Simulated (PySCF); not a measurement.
Ge2H6S, SMILES [S]([GeH3])[GeH3]. Coordinates come from a PBE-D3(BJ)/def2-SVP optimisation.

Computed equilibrium geometry at PBE-D3(BJ)/def2-SVP (PySCF confirms it by a frequency run) as Cartesian coordinates in Å, and its point group:
point group C2v.
```xyz
9

Ge     1.6997     0.0000    -0.2525
S      0.0000     0.0000     1.2209
Ge    -1.6997     0.0000    -0.2525
H      2.9876     0.0000     0.6050
H      1.6358    -1.2676    -1.1466
H      1.6358     1.2676    -1.1466
H     -1.6358     1.2676    -1.1466
H     -2.9876     0.0000     0.6050
H     -1.6358    -1.2676    -1.1466
```
Charge 0, spin multiplicity 1.
